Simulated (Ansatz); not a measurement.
`N[SiH]1[SiH2]S1` + H–F → `F[SiH]1[SiH2]S1` + NH₃ at 500 K and 1 bar (ligand exchange at the Si–N bond).

Calculated with Ansatz (gas phase, PBE0-D4/def2-TZVP geometries, no zero-point term in ΔE). CCSD(T)/CBS is the MP2 limit (def2-TZVPP, def2-QZVPP) plus CCSD(T) − MP2 in def2-TZVPP, frozen cores. This one scheme is used for every species. One conformer a species, not always the lowest.

```
          species  CCSD(T)/CBS energy (Eh)  H − E (kJ/mol)  S (J/(mol·K))
`N[SiH]1[SiH2]S1`              -1033.70075           187.2          394.5
              H–F               -100.39570            39.4          188.7
`F[SiH]1[SiH2]S1`              -1077.61450           119.4          369.0
              NH₃                -56.50880           108.2          211.8
```

H − E and S are ideal-gas, rigid-rotor, harmonic terms from PBE0-D4/def2-TZVP, for one conformer and one mirror image of each species. 1 Eh = 2625.50 kJ/mol, R = 8.31446 J/(mol·K).

Problem. By hand: ΔE, ΔH, ΔS and ΔG.

Solution. ΔE = (-1077.61450) + (-56.50880) − (-1033.70075) − (-100.39570) = -0.02685 Eh = -70.5 kJ/mol. Δ(H − E) = 119.4 + 108.2 − 187.2 − 39.4 = 1.0, so ΔH = -69.5 kJ/mol. ΔS = 369.0 + 211.8 − 394.5 − 188.7 = -2.4 J/(mol·K). ΔG = -69.5 − 500 × (-2.4)/1000 = -68.3 kJ/mol.

Problem. By hand: the equilibrium constant, and the temperature at which ΔG would vanish if ΔH and ΔS stayed fixed.

Solution. log₁₀ K = −ΔG/(RT ln 10) = 7.1. ΔG = 0 at ΔH/ΔS = 28958 K, far beyond where these terms or the molecules hold.

The number of gas molecules stays the same, so ΔS is small and ΔH decides. A doubt of 5 kJ/mol in ΔE shifts log₁₀ K by 0.5 here. Other conformers and mirror images would add mixing entropy, several J/(mol·K) or more a flexible species. These are equilibria of isolated gas molecules and say nothing of rates. Largest T1 diagnostic: 0.014 (customary marks: 0.02 for closed shells, 0.045 for open ones).
